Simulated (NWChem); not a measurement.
System: FeCl$_{2}$, quintet; SMILES [Cl][Fe][Cl]

Output (shortened):

```
             Northwest Computational Chemistry Package (NWChem) 7.3.0
             --------------------------------------------------------

 D2H symmetry detected

                             Geometry "geometry" -> ""
                             -------------------------

 Output coordinates in angstroms (scale by  1.889725989 to convert to a.u.)

  No.       Tag          Charge          X              Y              Z
 ---- ---------------- ---------- -------------- -------------- --------------
    1 Fe                  26.0000     0.00000000     0.00000000     0.00000000
    2 Cl                  17.0000     0.00000000     2.13120100     0.00000000
    3 Cl                  17.0000     0.00000000    -2.13120100     0.00000000

 Effective nuclear repulsion energy (a.u.)     255.3765696413

      Symmetry information
      --------------------

 Group name             D2h
 Group number             26
 Group order               8
 No. of unique centers     2

  xc_inp: hfexch multiplicative factor not found.

                                 NWChem DFT Module
                                 -----------------

 Summary of "ao basis" -> "ao basis" (spherical)
 ------------------------------------------------------------------------------
       Tag                 Description            Shells   Functions and Types
 ---------------- ------------------------------  ------  ---------------------
 Fe                          6-31g*                 12       34   5s4p2d1f
 Cl                          6-31g*                  8       18   4s3p1d

      Symmetry analysis of basis
      --------------------------

        ag         18
        au          2
        b1g         6
        b1u        10
        b2g         3
        b2u        15
        b3g         6
        b3u        10

            General Information
            -------------------
          SCF calculation type: DFT
          Wavefunction type:  spin polarized.
          No. of atoms     :     3
          No. of electrons :    60
           Alpha electrons :    32
            Beta electrons :    28
          Charge           :     0
          Spin multiplicity:     5
          Use of symmetry is: on ; symmetry adaption is: on
          Maximum number of iterations: 150
          AO basis - number of functions:    70
                     number of shells:    28
          Convergence on energy requested:  1.00D-06
          Convergence on density requested:  1.00D-05
          Convergence on gradient requested:  5.00D-04

              XC Information
              --------------
                     Hartree-Fock (Exact) Exchange  1.000

      Superposition of Atomic Density Guess
      -------------------------------------

 Sum of atomic energies:       -2181.03074297

      Non-variational initial energy
      ------------------------------

 Total energy =   -2180.391449
 1-e energy   =   -3523.952899
 2-e energy   =    1088.184880
 HOMO         =      -0.245068
 LUMO         =      -0.236998

   Symmetry analysis of molecular orbitals - initial alpha
   -------------------------------------------------------

 !! scf_movecs_sym_adapt:    8 vectors were symmetry contaminated

  Symmetry fudging

 !! scf_movecs_sym_adapt:    2 vectors were symmetry contaminated

  Numbering of irreducible representations:

     1 ag          2 au          3 b1g         4 b1u         5 b2g
     6 b2u         7 b3g         8 b3u

  Orbital symmetries:

     1 ag          2 b2u         3 ag          4 ag          5 b2u
     6 b1u         7 b3u         8 ag          9 b2u        10 ag
    11 b2u        12 b1u        13 b3u        14 b1g        15 b3g
    16 ag         17 b2u        18 b3u        19 b1u        20 ag
    21 b2u        22 ag         23 b2u        24 b3g        25 b1g
    26 b3u        27 b1u        28 ag         29 ag         30 b2g
    31 b3g        32 b1g        33 ag         34 b3u        35 b1u
    36 b2u        37 ag         38 b1u        39 b3u        40 ag
    41 b3g        42 b1g

   Symmetry analysis of molecular orbitals - initial beta
   ------------------------------------------------------

 !! scf_movecs_sym_adapt:    8 vectors were symmetry contaminated

  Symmetry fudging

 !! scf_movecs_sym_adapt:    2 vectors were symmetry contaminated

  Numbering of irreducible representations:

     1 ag          2 au          3 b1g         4 b1u         5 b2g
     6 b2u         7 b3g         8 b3u

  Orbital symmetries:

     1 ag          2 b2u         3 ag          4 ag          5 b2u
     6 b1u         7 b3u         8 ag          9 b2u        10 ag
    11 b2u        12 b1u        13 b3u        14 b1g        15 b3g
    16 ag         17 b2u        18 b3u        19 b1u        20 ag
    21 b2u        22 ag         23 b2u        24 b3g        25 b1g
    26 b3u        27 b1u        28 ag         29 ag         30 b2g
    31 b3g        32 b1g        33 ag         34 b3u        35 b1u
    36 b2u        37 ag         38 b1u        39 b3u        40 ag
    41 b3g        42 b1g

     ---------------------------------------------
      Total Density - Mulliken Population Analysis
     ---------------------------------------------

    Atom       Charge   Shell Charges
 -----------   ------   -------------------------------------------------------
    1 Fe  26    24.91   2.00  2.00  6.00  2.00  6.00  0.57  0.19  0.36  0.01  3.52  2.25  0.01
    2 Cl  17    17.54   2.00  2.00  5.98  1.38  3.74  0.56  1.88  0.01
    3 Cl  17    17.54   2.00  2.00  5.98  1.38  3.74  0.56  1.88  0.01

     --------------------------------------------
      Spin Density - Mulliken Population Analysis
     --------------------------------------------

    Atom       Charge   Shell Charges
 -----------   ------   -------------------------------------------------------
    1 Fe  26     3.82  -0.00 -0.00  0.00 -0.00  0.00 -0.00  0.00  0.00  0.00  2.40  1.42  0.00
    2 Cl  17     0.09  -0.00  0.00  0.00  0.00  0.07  0.00  0.02  0.00
    3 Cl  17     0.09  -0.00  0.00  0.00  0.00  0.07  0.00  0.02  0.00

 !! scf_movecs_sym_adapt:    6 vectors were symmetry contaminated

  Symmetry fudging

 !! scf_movecs_sym_adapt:    6 vectors were symmetry contaminated

  Symmetry fudging

 !! scf_movecs_sym_adapt:    6 vectors were symmetry contaminated

   convergence    iter        energy       DeltaE   RMS-Dens  Diis-err
 ---------------- ----- ----------------- --------- --------- ---------
 d= 0,ls=0.0,diis     1  -2181.1944005033 -2.44D+03  9.06D-03  6.37D-01
                                                     6.73D-03  1.40D-01

 !! scf_movecs_sym_adapt:    4 vectors were symmetry contaminated

  Symmetry fudging

 !! scf_movecs_sym_adapt:    2 vectors were symmetry contaminated

 !! scf_movecs_sym_adapt:    4 vectors were symmetry contaminated

  Symmetry fudging
 d= 0,ls=0.0,diis     2  -2181.2964739309 -1.02D-01  2.77D-03  1.82D-01
                                                     3.74D-03  1.93D-01

 !! scf_movecs_sym_adapt:    8 vectors were symmetry contaminated

  Symmetry fudging

 !! scf_movecs_sym_adapt:    6 vectors were symmetry contaminated

 !! scf_movecs_sym_adapt:   12 vectors were symmetry contaminated

  Symmetry fudging

 !! scf_movecs_sym_adapt:    8 vectors were symmetry contaminated

 d= 0,ls=0.0,diis     3  -2181.3656682730 -6.92D-02  1.37D-03  4.49D-03
                                                     1.42D-03  3.40D-03

 !! scf_movecs_sym_adapt:    6 vectors were symmetry contaminated

  Symmetry fudging

 !! scf_movecs_sym_adapt:    2 vectors were symmetry contaminated

 !! scf_movecs_sym_adapt:    2 vectors were symmetry contaminated

  Symmetry fudging

 !! scf_movecs_sym_adapt:    2 vectors were symmetry contaminated

 d= 0,ls=0.0,diis     4  -2181.3716714060 -6.00D-03  4.04D-04  2.34D-04
                                                     3.20D-04  1.97D-04

 !! scf_movecs_sym_adapt:    6 vectors were symmetry contaminated

  Symmetry fudging

 !! scf_movecs_sym_adapt:    4 vectors were symmetry contaminated

 !! scf_movecs_sym_adapt:    6 vectors were symmetry contaminated

  Symmetry fudging

 !! scf_movecs_sym_adapt:    4 vectors were symmetry contaminated

 d= 0,ls=0.0,diis     5  -2181.3720658428 -3.94D-04  1.88D-04  4.87D-05
                                                     1.26D-04  1.63D-05

 !! scf_movecs_sym_adapt:    6 vectors were symmetry contaminated

  Symmetry fudging

 !! scf_movecs_sym_adapt:    4 vectors were symmetry contaminated

 !! scf_movecs_sym_adapt:    6 vectors were symmetry contaminated

  Symmetry fudging

 !! scf_movecs_sym_adapt:    2 vectors were symmetry contaminated

  Resetting Diis
 d= 0,ls=0.0,diis     6  -2181.3721263422 -6.05D-05  8.57D-05  5.99D-06
                                                     9.58D-05  7.23D-06

 !! scf_movecs_sym_adapt:    6 vectors were symmetry contaminated

  Symmetry fudging

 !! scf_movecs_sym_adapt:    2 vectors were symmetry contaminated

 !! scf_movecs_sym_adapt:    8 vectors were symmetry contaminated

  Symmetry fudging

 !! scf_movecs_sym_adapt:    4 vectors were symmetry contaminated

 d= 0,ls=0.0,diis     7  -2181.3721416556 -1.53D-05  1.26D-05  1.38D-06
                                                     3.29D-05  1.97D-06

 !! scf_movecs_sym_adapt:    4 vectors were symmetry contaminated

  Symmetry fudging

 !! scf_movecs_sym_adapt:    2 vectors were symmetry contaminated

 !! scf_movecs_sym_adapt:    8 vectors were symmetry contaminated

  Symmetry fudging

 !! scf_movecs_sym_adapt:    6 vectors were symmetry contaminated

 d= 0,ls=0.0,diis     8  -2181.3721442964 -2.64D-06  1.35D-05  2.32D-07
                                                     3.85D-05  1.14D-06

 !! scf_movecs_sym_adapt:   12 vectors were symmetry contaminated

  Symmetry fudging

 !! scf_movecs_sym_adapt:    8 vectors were symmetry contaminated

 !! scf_movecs_sym_adapt:    6 vectors were symmetry contaminated

  Symmetry fudging

 !! scf_movecs_sym_adapt:    6 vectors were symmetry contaminated

 d= 0,ls=0.0,diis     9  -2181.3721461426 -1.85D-06  1.55D-05  4.33D-07
                                                     3.77D-05  2.45D-07

 !! scf_movecs_sym_adapt:   12 vectors were symmetry contaminated

  Symmetry fudging

 !! scf_movecs_sym_adapt:    4 vectors were symmetry contaminated

 !! scf_movecs_sym_adapt:    6 vectors were symmetry contaminated

  Symmetry fudging
 d= 0,ls=0.0,diis    10  -2181.3721469368 -7.94D-07  5.54D-06  1.74D-08
                                                     7.64D-06  1.52D-08

         Total DFT energy =    -2181.372146936836
      One electron energy =    -3523.459813163238
           Coulomb energy =     1196.411156651067
    Exchange-Corr. energy =     -109.700060066003
 Nuclear repulsion energy =      255.376569641338

 Numeric. integr. density =        0.000000000000

                  Occupations of the irreducible representations
                  ----------------------------------------------

                     irrep           alpha         beta
                     --------     --------     --------
                     ag               10.0          9.0
                     au                0.0          0.0
                     b1g               3.0          2.0
                     b1u               4.0          4.0
                     b2g               1.0          0.0
                     b2u               7.0          7.0
                     b3g               3.0          2.0
                     b3u               4.0          4.0

                    DFT Final Alpha Molecular Orbital Analysis
                    ------------------------------------------

 Vector   30  Occ=1.000000D+00  E=-4.713302D-01  Symmetry=b1u
              MO Center= -1.8D-19, -1.1D-16,  1.1D-23, r^2= 5.5D+00
   Bfn.  Coefficient  Atom+Function         Bfn.  Coefficient  Atom+Function
  ----- ------------  ---------------      ----- ------------  ---------------
    43      0.487797  2 Cl pz                61      0.487797  3 Cl pz
    47      0.280911  2 Cl pz                65      0.280911  3 Cl pz
    39     -0.189877  2 Cl pz                57     -0.189877  3 Cl pz
    13      0.090551  1 Fe pz                 9     -0.039053  1 Fe pz
    17      0.030282  1 Fe pz

 Vector   31  Occ=1.000000D+00  E=-4.521146D-01  Symmetry=b1g
              MO Center=  9.7D-17, -1.4D-16,  1.8D-34, r^2= 5.6D+00
   Bfn.  Coefficient  Atom+Function         Bfn.  Coefficient  Atom+Function
  ----- ------------  ---------------      ----- ------------  ---------------
    41      0.494173  2 Cl px                59     -0.494173  3 Cl px
    45      0.305858  2 Cl px                63     -0.305858  3 Cl px
    37     -0.192748  2 Cl px                55      0.192748  3 Cl px
    18     -0.152703  1 Fe d -2              23     -0.060163  1 Fe d -2

 Vector   32  Occ=1.000000D+00  E=-4.521146D-01  Symmetry=b3g
              MO Center=  5.3D-35, -2.8D-17, -7.6D-17, r^2= 5.6D+00
   Bfn.  Coefficient  Atom+Function         Bfn.  Coefficient  Atom+Function
  ----- ------------  ---------------      ----- ------------  ---------------
    43      0.494173  2 Cl pz                61     -0.494173  3 Cl pz
    47      0.305858  2 Cl pz                65     -0.305858  3 Cl pz
    39     -0.192748  2 Cl pz                57      0.192748  3 Cl pz
    19     -0.152703  1 Fe d -1              24     -0.060163  1 Fe d -1

 Vector   33  Occ=0.000000D+00  E= 3.636587D-02  Symmetry=ag
              MO Center=  9.5D-33, -2.1D-16, -8.3D-33, r^2= 6.7D+00
   Bfn.  Coefficient  Atom+Function         Bfn.  Coefficient  Atom+Function
  ----- ------------  ---------------      ----- ------------  ---------------
    14      1.369592  1 Fe s                 44     -0.405677  2 Cl s
    62     -0.405677  3 Cl s                 46      0.250828  2 Cl py
    64     -0.250828  3 Cl py                42      0.191349  2 Cl py
    60     -0.191349  3 Cl py                 6      0.176688  1 Fe s
    22     -0.165003  1 Fe d  2              40     -0.105989  2 Cl s

 Vector   34  Occ=0.000000D+00  E= 5.659957D-02  Symmetry=b3u
              MO Center= -2.7D-22,  3.3D-17,  3.4D-19, r^2= 8.2D+00
   Bfn.  Coefficient  Atom+Function         Bfn.  Coefficient  Atom+Function
  ----- ------------  ---------------      ----- ------------  ---------------
    15      1.008783  1 Fe px                45     -0.239696  2 Cl px
    63     -0.239696  3 Cl px                11      0.153673  1 Fe px
    41     -0.145402  2 Cl px                59     -0.145402  3 Cl px
     7     -0.075926  1 Fe px                37      0.057372  2 Cl px
    55      0.057372  3 Cl px                 3      0.039198  1 Fe px

 Vector   35  Occ=0.000000D+00  E= 5.659957D-02  Symmetry=b1u
              MO Center= -4.2D-19,  7.5D-17,  8.9D-22, r^2= 8.2D+00
   Bfn.  Coefficient  Atom+Function         Bfn.  Coefficient  Atom+Function
  ----- ------------  ---------------      ----- ------------  ---------------
    17      1.008783  1 Fe pz                47     -0.239696  2 Cl pz
    65     -0.239696  3 Cl pz                13      0.153673  1 Fe pz
    43     -0.145402  2 Cl pz                61     -0.145402  3 Cl pz
     9     -0.075926  1 Fe pz                39      0.057372  2 Cl pz
    57      0.057372  3 Cl pz                 5      0.039198  1 Fe pz

                     DFT Final Beta Molecular Orbital Analysis
                     -----------------------------------------

[...]
```

Level: UHF/6-31G* (spherical d). All runs use the structure optimised with B3LYP/6-31G* (spherical d), spin-unrestricted. No stability test was run on the SCF state.

**Question.** Which NWChem input produces such a log?

**Answer.** This is not unique; one that fits is the input that was run:
```
start job
memory heap 200 mb stack 900 mb global 1100 mb
geometry units angstroms noautoz
  Fe     0.000000     0.000000    -0.102574
  Cl     2.131201     0.000000    -0.103548
  Cl    -2.131201     0.000000    -0.103548
end
basis spherical
  Fe library 6-31g*
  Cl library 6-31g*
end
dft
  odft
  mult 5
  xc hfexch
  iterations 150
  mulliken
end
task dft energy
```
